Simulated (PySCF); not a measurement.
# Computed properties of C4H7FSi, SMILES C#CC[Si@@H](C)F

C₄H₇FSi, SMILES C#CC[Si@@H](C)F. The structure is a stationary point at PBE0-D3(BJ)/def2-SVP. The structure was generated by enumeration; whether it is a known compound was not checked. Other conformers were not sampled. All values are computed for the isolated molecule unless a solvent is named; none is compared with measurement here.

**Structure.** All 33 harmonic modes at PBE0-D3(BJ)/def2-SVP (PySCF) are real, so it is a minimum. With heavy atoms numbered as in [CH:1]#[C:2][CH2:3][Si@@H:4]([CH3:5])[F:6], the shortest bond between them is C1–C2 at 1.212 Å and the longest C3–Si4 at 1.888 Å.

**Vibrations.** The strongest infrared lines (harmonic, unscaled, degenerate partners summed) lie at 897 cm⁻¹ (203 km/mol, H 71 %, Si 16 %, C 12 %), 943 cm⁻¹ (202 km/mol, Si 38 %, H 36 %, F 19 %), 2245 cm⁻¹ (118 km/mol, H 86 %, C 11 %). The softest mode is at 55 cm⁻¹ and the zero-point energy is 59.8 kcal/mol.

**Electronic structure.** B3LYP/def2-TZVP (PySCF) places the frontier levels at -7.26 and 0.46 eV, a gap of 7.72 eV, and gives a dipole moment of 1.83 D and a mean polarisability of 69.0 bohr³. PBE/def2-TZVP (PySCF) at the same geometry gives -6.29 and -0.24 eV, so its gap is 1.67 eV narrower. An orbital gap is neither the optical nor the fundamental gap.

**Excitations.** TDA-B3LYP/def2-SVPD (PySCF) has S1 at 6.33 eV (196 nm, f = 0.001, dark); the most intense of the 10 singlets computed lies at 6.51 eV (f = 0.03). T1 (TDA) is at 5.29 eV, 1.04 eV under S1. TDA-PBE/def2-SVPD (PySCF) puts S1 at 6.16 eV. No vertical singlet excitation falls in the visible range (under 3.1 eV).

**NMR.** GIAO shifts at PBE0/pcSseg-1 (PySCF) (non-relativistic, atoms alike by connectivity averaged): ¹³C from -1.5 to 83.1 ppm against TMS; ¹H from 0.8 to 5.3 ppm against TMS; ²⁹Si at 23.6 ppm against TMS; ¹⁹F at -206.5 ppm against CFCl3.
